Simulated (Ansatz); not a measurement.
`BN(C)[SiH2]C` + SiH₄ → `BN(C)[SiH2][SiH3]` + CH₄  (formal exchange of groups at the Si–C bond)

Isolated molecules relaxed with PBE0-D4/def2-TZVP in Ansatz; ΔE leaves out vibrations. CCSD(T)/CBS adds triple-zeta CCSD(T) − MP2 to the extrapolated MP2 energy (def2 sets, frozen cores). This one scheme is used for every species. DFT in def2-TZVPP. B3LYP here is the variant with VWN-RPA as its local correlation; programs differ in this. One conformer a species, not always the lowest.

`BN(C)[SiH2]C`:

Cartesian coordinates in Å:
```
B 0.583 1.534 1.308
N 0.469 0.684 0.208
C 1.644 0.177 -0.490
Si -1.089 0.157 -0.409
C -1.327 -1.678 -0.176
H 1.674 1.860 1.690
H -0.409 1.924 1.853
H 1.712 -0.914 -0.418
H 2.546 0.604 -0.053
H 1.614 0.439 -1.552
H -2.142 0.925 0.295
H -1.124 0.468 -1.867
H -2.297 -1.985 -0.576
H -1.296 -1.943 0.883
H -0.558 -2.253 -0.697
```

SiH₄:

Z-matrix (Å, degrees):
```
Si
H 1 1.485
H 1 1.485 2 109.5
H 1 1.485 2 109.5 3 -120.0
H 1 1.485 2 109.5 3 120.0
```

`BN(C)[SiH2][SiH3]`:

Z-matrix (Å, degrees):
```
C
N 1 1.458
H 1 1.095 2 111.0
H 1 1.090 2 109.8 3 120.1
H 1 1.094 2 111.0 3 -119.9
Si 2 1.758 1 115.8 3 60.0
B 2 1.393 1 121.8 3 -120.0
Si 6 2.336 2 112.2 1 -180.0
H 6 1.492 2 108.4 1 -57.4
H 6 1.492 2 108.4 1 57.4
H 7 1.200 2 119.4 1 180.0
H 7 1.199 2 119.8 1 -0.0
H 8 1.486 6 111.3 2 61.3
H 8 1.486 6 111.3 2 -61.3
H 8 1.490 6 107.3 2 180.0
```

CH₄:

Z-matrix (Å, degrees):
```
C
H 1 1.090
H 1 1.090 2 109.5
H 1 1.090 2 109.5 3 -120.0
H 1 1.090 2 109.5 3 120.0
```

```tsv
level	ΔE (kcal/mol)
B3LYP	-0.2
LC-ωPBE	-0.9
HF/def2-QZVPP	2.5
MP2/def2-QZVPP	0.9
```

(1) What does CCSD(T)/CBS give? (Best estimate.)

(2) What do rigid-rotor, harmonic-oscillator terms from PBE0-D4/def2-TZVP frequencies (298.15 K, 1 bar) make of the CCSD(T)/CBS value? (Estimate.)

Largest T1 diagnostic among the species: 0.013.

## Answers

(1) Computed: -0.4 kcal/mol. The listed levels differ from it by 0.2, -0.5, 2.9, 1.3 kcal/mol.

(2) Ansatz gave: ΔZPE = +1.2 kcal/mol, ΔH = +1.1 kcal/mol, ΔS = -3 J/(mol·K), ΔG = +1.3 kcal/mol. Modes under 50 cm⁻¹ make the entropy rough.

Leaving LDA and LC-ωPBE aside and taking each functional with its dispersion term where it has one, the values, not all of them listed here, spread over 4.2 kcal/mol, from PBE-D4 to ωB97M-V. From BLYP to BHLYP (50 % exact exchange), in def2-TZVPP and without D4, ΔE moves by +1.6 kcal/mol. In def2-TZVPP, CCSD(T) changes the Hartree–Fock value by −2.5 kcal/mol (the triples alone add −0.4 kcal/mol) and MP2 by −1.4 kcal/mol.
